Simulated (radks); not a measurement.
Charge is removed step by step from the 4f7/2 level of Tb7+, starting from [Kr] 4d10 4f(5/2: 6, 7/2: 1) 5s2 5p3. All-electron calculation, Dirac Kohn-Sham, BLYP, spin-unpolarised, spherical densities, point nucleus; open shells fill j = l - 1/2 first. Program: a radial shooting solver on a logarithmic mesh with Libxc functionals.

| removed (e) | E - E(0) (eV) | eigenvalue (eV) | E minus straight line (eV) |
|---|---|---|---|
| 0 | 0.000 | -104.69 | 0.000 |
| 0.1 | 10.591 | -107.13 | -1.127 |
| 0.2 | 21.427 | -109.60 | -2.009 |
| 0.3 | 32.511 | -112.08 | -2.643 |
| 0.4 | 43.844 | -114.58 | -3.028 |
| 0.5 | 55.429 | -117.10 | -3.162 |
| 0.6 | 67.266 | -119.64 | -3.042 |
| 0.7 | 79.358 | -122.20 | -2.668 |
| 0.8 | 91.706 | -124.77 | -2.038 |
| 0.9 | 104.31 | -127.37 | -1.149 |
| 1 | 117.18 | -129.98 | 0.000 |

Removing the whole electron costs 117.18 eV by Delta-SCF, against 104.69 eV from minus the eigenvalue at the starting occupation. Slater's transition state (half an electron removed) gives 117.10 eV. Integrating minus the eigenvalue over the occupation (Janak's theorem) gives 117.18 eV. The mean slope of the eigenvalue, de/dn, is 25.3 eV per electron.
